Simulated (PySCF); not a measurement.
A mixed set of molecules.

All values: PBE0/def2-SVPD (PySCF) at GFN2-xTB geometries, gas phase, one conformer each. Core orbitals are frozen in the response; Δα² is half the sum of the squared differences of the principal polarisabilities.

(1) Rank by mean static polarisability, highest first.
A. `C=CC[Si](P)(P)Cl`
B. `C=CC#CC=C=S`
C. `C/C(Cl)=C\Cl`
D. `CN[SiH]1CC1`
E. `[H]/P=P\COC`
F. `n1cn(C)cn1`

(2) Rank by polarisability anisotropy Δα, highest first.
A. `[CH3:1][NH:2][SiH:3]1[CH2:4][CH2:5]1` with C1–N2–Si3–C4 95°
B. `C=CC#CC=C=S`
C. `C/C(Cl)=C\Cl`
D. `Cn1cnnc1`
E. `[H]/[P:5]=[P:4]\[CH2:3][O:2][CH3:1]` with C1–O2–C3–P4 -76°, O2–C3–P4–P5 -27°

(3) Rank by HOMO energy, highest first.
A. `C=CC#CC=C=S`
B. `CN[SiH]1CC1`
C. `[H]/P=P\COC`

## Answers

(1) A (19.49 Å³), B (17.07 Å³), E (12.15 Å³), D (10.61 Å³), C (9.83 Å³), F (7.85 Å³).

(2) B (22.51 Å³), C (5.67 Å³), E (4.61 Å³), D (3.65 Å³), A (3.37 Å³).

(3) A (-6.14 eV), B (-6.48 eV), C (-7.23 eV).

All values together:

```
          SMILES     formula  μ (D)  HOMO (eV)  LUMO (eV)  α (Å³)  Δα (Å³)  electrons  α per electron (Å³)
     C=CC#CC=C=S       C6H4S   0.52      -6.14      -2.58   17.07    22.51         56                0.305
     CN[SiH]1CC1     C3H9NSi   1.31      -6.48       0.48   10.61     3.37         48                0.221
     [H]/P=P\COC     C2H6OP2   2.04      -7.23      -2.65   12.15     4.61         56                0.217
        Cn1cnnc1      C3H5N3   6.18      -7.13       0.17    7.85     3.65         44                0.178
C=CC[Si](P)(P)Cl  C3H9ClP2Si   1.40      -7.14      -0.40   19.49     5.62         88                0.221
    C/C(Cl)=C\Cl     C3H4Cl2   0.73      -7.22      -0.44    9.83     5.67         56                0.175
```

Conformers: `[CH3:1][NH:2][SiH:3]1[CH2:4][CH2:5]1` with C1–N2–Si3–C4 95°; `[H]/[P:5]=[P:4]\[CH2:3][O:2][CH3:1]` with C1–O2–C3–P4 -76°, O2–C3–P4–P5 -27°; `[CH2:1]=[CH:2][CH2:3][Si:4]([PH2:5])([PH2:6])[Cl:7]` with C1–C2–C3–Si4 -94°, C2–C3–Si4–P5 171°, C3–Si4–P5–H -68° and 25°, C3–Si4–P6–H -92° and 175°.

Q: How closely does the mean polarisability follow the number of electrons in this set?

A: The correlation coefficient is 0.83; α per electron runs from 0.175 to 0.305 Å³.
